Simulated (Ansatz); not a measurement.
Program: Ansatz. Geometries: PBE0-D4/def2-TZVP. ΔE: electronic, gas phase. CCSD(T)/CBS is the MP2 limit (def2-TZVPP, def2-QZVPP) plus CCSD(T) − MP2 in def2-TZVPP, frozen cores. This one scheme is used for every species. Functionals use def2-TZVPP. B3LYP here is the variant with VWN-RPA as its local correlation; programs differ in this. One conformer a species, not always the lowest.

Reaction (redistribution): `CO[SiH2]N[SiH2]F` + `F[SiH](F)S[SiH3]` → `CO[SiH2]S[SiH](F)F` + `F[SiH2]N[SiH3]`

```tsv
level	ΔE (kJ/mol)
PBE-D4	7.8
ωB97M-V	6.6
B2PLYP	9.5
r2SCAN	9.1
B3LYP	11.5
CCSD(T)/def2-TZVPP	7.9
SCS-MP2/def2-QZVPP	7.7
MP2/CBS(def2)	6.9
```

What does CCSD(T)/CBS give? (An estimate is asked.)

The calculation gave: +7.9 kJ/mol. The listed levels differ from it by -0.1, -1.3, 1.6, 1.2, 3.6, 0.0, -0.2, -1.0 kJ/mol.

Largest T1 diagnostic among the species: 0.012.

In def2-TZVPP, CCSD(T) changes the Hartree–Fock value by −3.9 kJ/mol (the triples alone add −0.8 kJ/mol) and MP2 by −5.0 kJ/mol. The D4 term adds −5.1 kJ/mol with B3LYP and −2.9 kJ/mol with PBE0; it sums over pairs of atoms, weighted by their polarisabilities, and B3LYP, whose exchange is more repulsive, gets the larger term.
